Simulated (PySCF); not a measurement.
Compound: WO2F2 (singlet state).
Geometry (PBE0-D3(BJ)/def2-SVP, Å), atoms numbered from 1 in this order:
```
atom  x, y, z in Å
W1     0.003   -0.022   -0.019
O2     0.026   -0.038    1.673
O3     1.623   -0.049   -0.503
F4    -0.758    1.573   -0.592
F5    -0.818   -1.575   -0.622
```

Method: PBE0-D3(BJ)/def2-SVP geometry optimisation, gas phase, def2 core potentials past Kr (PySCF).

Task: Which atoms are bound to W1, and at what distances?

Result: 4 atoms: O3 1.692 Å, O2 1.692 Å, F4 1.857 Å, F5 1.858 Å.

Task: List the angles at W1.

Result: 
| angle | degrees | distance of the outer atoms (Å) |
| --- | --- | --- |
| F4–W1–F5 | 115.9 | 3.15 |
| O2–W1–F5 | 108.8 | 2.89 |
| O2–W1–F4 | 108.8 | 2.89 |
| O3–W1–F4 | 108.6 | 2.88 |
| O3–W1–F5 | 108.5 | 2.88 |
| O2–W1–O3 | 105.8 | 2.70 |

Task: What is the shape at W1?

Result: Distorted tetrahedral: angles from 105.8° to 115.9°; τ4 = (360° − α − β)/141° = 0.96 with α and β the two widest (0 for a square, 1 for a tetrahedron).

Task: What are the rotational constants (commonest isotopes, rigid rotor)?

Result: A = 3936, B = 3315, C = 3076 MHz: an asymmetric top.

Point group: C2v (every atom within 0.08 Å of its image). Charge 0, singlet. PBE0-D3(BJ)/def2-SVP frequencies: not computed here.
